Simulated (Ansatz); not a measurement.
System: C$_{3}$H$_{8}$Si (charge 0, singlet). SMILES: C=CC[SiH3]
Geometry from a B3LYP-D3(BJ)/def2-TZVP (Ansatz, a quantum-chemistry and plane-wave program) optimisation:
```xyz
12

C     -2.1517     0.1281     0.6809
C     -1.0138    -0.5534     0.6094
C     -0.1038    -0.6009    -0.5756
Si     1.4535     0.4382    -0.3041
H     -2.7469     0.1415     1.5844
H     -2.5278     0.6958    -0.1630
H     -0.6780    -1.1031     1.4849
H      0.2133    -1.6284    -0.7800
H     -0.6106    -0.2323    -1.4713
H      1.0901     1.8687    -0.1801
H      2.1380     0.0087     0.9393
H      2.3892     0.2719    -1.4439
```
Charge 0, spin multiplicity 1.

Parts of the frozen-core correlation energy in cc-pV(D+d)Z (Ansatz, hartree). Frozen orbitals: 8; correlated occupied orbitals by spin: 12 and 12; virtual: 85 and 85. No spin-orbit coupling. No relativistic terms.

| term | value |
|---|---|
| reference (HF) | -407.18081 |
| MP2 opposite-spin | -0.40636 |
| MP2 same-spin | -0.11134 |
| CCSD correlation | -0.57836 |
| (T) | -0.01843 |
| T1 diagnostic | 0.010 |
| largest doubles amplitude | 0.058 |
